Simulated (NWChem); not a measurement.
Molecule: C$_{4}$H$_{5}$FO; SMILES C(C/C=C/F)=O

```xyz
11

O     -0.6560     2.7268    -0.1007
C     -0.0070     1.8421     0.4132
C      0.7110     0.7383    -0.3565
C      0.4943    -0.6201     0.2465
C     -0.1784    -1.5982    -0.3787
F     -0.3819    -2.8019     0.1769
H      0.1160     1.7794     1.5396
H      1.7965     0.9978    -0.3280
H      0.3852     0.7935    -1.4146
H      0.8802    -0.8232     1.2599
H     -0.6126    -1.5167    -1.3909
```
Atoms are numbered in this order, from 1.

Results from NWChem. Pople sets run with spherical d functions. Geometry: optimised at PBE-D3(BJ)/def2-SVP.

**Question.** Predict the results for Hartree-Fock/6-31G*. Quantities: highest occupied level (eV); orbital gap (eV); dipole (D).

**Answer.** The highest occupied level (eV) is -10.12. The orbital gap (eV) is 13.85 and the dipole (D) is 2.12.
